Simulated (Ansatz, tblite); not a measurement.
Removing and adding an electron: Cu(NH3)F (CuNFH3). The state is a singlet with charge 0. Geometry: PBE-D4/def2-TZVP. Ansatz, gas phase; energy differences of separate SCF runs; the oxidised species was run as a doublet alone; the reduced species was run as a doublet alone.

```xyz
6

Cu   -1.114   -0.201   -0.272
N     0.709    0.128    0.173
H     1.000   -0.414    0.994
H     0.871    1.118    0.388
H     1.336   -0.124   -0.598
F    -2.803   -0.506   -0.685
```

The xTB rows come from tblite. Correlated methods freeze 11 core orbitals.

| level | −HOMO (eV) | vertical IE (eV) | −LUMO (eV) | vertical EA (eV) | HOMO–LUMO gap (eV) | IE − EA (eV) | remarks |
| --- | --- | --- | --- | --- | --- | --- | --- |
| HF/def2-TZVPP | – | 5.95 | – | – | – | – | – |
| PBE-D4/def2-TZVP | 4.91 | 9.08 | 1.59 | – | 3.32 | – | – |
| r2SCAN-D4/def2-TZVP | 5.06 | 8.90 | 1.01 | – | 4.06 | – | – |
| r2SCAN-D4/def2-TZVPD | 5.15 | – | 1.28 | -0.08 | 3.87 | – | HOMO above zero (-1 doublet) |
| MP2/def2-TZVPD | – | – | – | -0.33 | – | – | HOMO above zero (-1 doublet) |
| MP2/def2-TZVPP | – | 10.10 | – | – | – | – | – |
| CCSD/def2-TZVPD | – | – | – | -0.31 | – | – | HOMO above zero (-1 doublet) |
| CCSD(T)/def2-TZVPD | – | – | – | -0.25 | – | – | HOMO above zero (-1 doublet) |

**Question.** Estimate the rows for GFN1-xTB, GFN2-xTB, HF/def2-TZVPD, PBE-D4/def2-TZVPD, PBE0-D4/def2-TZVP, PBE0-D4/def2-TZVPD, CCSD/def2-TZVPP, CCSD(T)/def2-TZVPP.

**Answer.** 
```
             level  −HOMO (eV)  vertical IE (eV)  −LUMO (eV)  vertical EA (eV)  HOMO–LUMO gap (eV)  IE − EA (eV)                       remarks
          GFN1-xTB       10.32             13.62        5.59              2.07                4.73         11.55                             –
          GFN2-xTB        8.88             13.46        2.00             -1.25                6.88         14.71                             –
     HF/def2-TZVPD           –                 –           –             -0.67                   –             –  HOMO above zero (-1 doublet)
 PBE-D4/def2-TZVPD        5.07                 –        1.87             -0.02                3.20             –  HOMO above zero (-1 doublet)
 PBE0-D4/def2-TZVP        6.37              8.85        0.76                 –                5.61             –                             –
PBE0-D4/def2-TZVPD        6.45                 –        1.13             -0.12                5.33             –  HOMO above zero (-1 doublet)
   CCSD/def2-TZVPP           –              8.58           –                 –                   –             –                             –
CCSD(T)/def2-TZVPP           –              8.86           –                 –                   –             –                             –
```

   A HOMO above zero means that the electron is unbound at that level or that self-interaction error raises the level; the energy of removing that electron tells which. Raw xTB energy differences between charge states are shifted by several eV; the methods need an empirical correction for them. A negative affinity means that the extra electron isn't bound; its size then hangs on the basis.
